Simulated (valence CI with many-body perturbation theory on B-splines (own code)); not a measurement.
## From CI to CI+MBPT in Co13+

Computed by configuration interaction combined with many-body perturbation theory (CI+MBPT): four valence electrons over a frozen Dirac-Fock core [Ne], radial functions for each j: 11 s, 11 p, 9 d, 7 f, 5 g, 2 h, 1 i, with the one-electron correlation potential Σ1 (screened to all orders), the two-electron term Σ2, the three-electron term Σ3, Breit, model QED; selected single and double excitations, second order for the rest (own B-spline code, finite nucleus).

No measured spectrum was set against this ion. As an estimate, levels of excited configurations hold to 0.05 to 0.15 % of their energy, terms of the ground configuration to about 0.5 %.

Each rung adds one term. CI alone is the Dirac-Coulomb CI over the frozen core; QED comes last and gives the full result, which names the levels. Energies are above 3s2.3p2 3P_0 on the same rung, in cm⁻¹.

Names give the largest LS component (configuration and term), which can be under half, so a name can repeat, a term be missing and a line seem to break the LS rules; names also repeat where a configuration has a term twice.

```
          Level  CI alone    Σ1     Σ2    Σ3  Breit   QED    Full
   3s2.3p2 3P_1     12042   +80    +57   +14   -389   +37   11842
   3s2.3p2 3P_2     23130  +122    +43    +2   -665   +54   22686
   3s2.3p2 1D_2     55832  +188   -150   -77   -839   +72   55027
   3s2.3p2 1S_0    102502  +209   -471  -252   -759   +60  101288
   3s.3p3 5S°_2    233825  -599  +1425  +300   -348  -619  233984
   3s.3p3 3D°_1    311629  -550   +456  +206   -326  -563  310851
   3s.3p3 3D°_2    311877  -545   +453  +204   -367  -564  311057
   3s.3p3 3D°_3    315925  -510   +492  +214   -675  -550  314896
   3s.3p3 3P°_0    357527  -485   -101   +53   -438  -559  355998
   3s.3p3 3P°_1    358656  -473   -102   +60   -568  -550  357024
   3s.3p3 3P°_2    359537  -466    -75   +79   -656  -531  357887
   3s.3p3 1D°_2    394250  -456   -625  +184   -997  -356  391999
   3s.3p3 3S°_1    452867  -494  -4685  -101   -262  -652  446674
3s2.3p.3d 3F°_2    463832  -554   -735  -251  -1046    +1  461247
3s2.3p.3d 3F°_3    472361  -481   -702  -253  -1404   +29  469550
   3s.3p3 1P°_1    478861  -357  -3710  -153   -816  -545  473279
3s2.3p.3d 3F°_4    485146  -379   -649  -245  -1868   +63  482067
3s2.3p.3d 3P°_2    526835  -498  -3766  -551   -992  -141  520886
3s2.3p.3d 3P°_1    536000  -516  -3550  -595  -1052   -53  530233
```

The middle columns are the shifts that each term adds.

Problem. How does the ionisation energy move along the ladder, and which term matters most?

Solution. CI alone 409.11, + Σ1 409.77, + Σ2 409.63, + Σ3 409.52, + Breit 409.35, + QED 409.37 eV. The largest step is Σ1, 0.66 eV. NIST lists 410 ± 1 eV (semi-empirical).
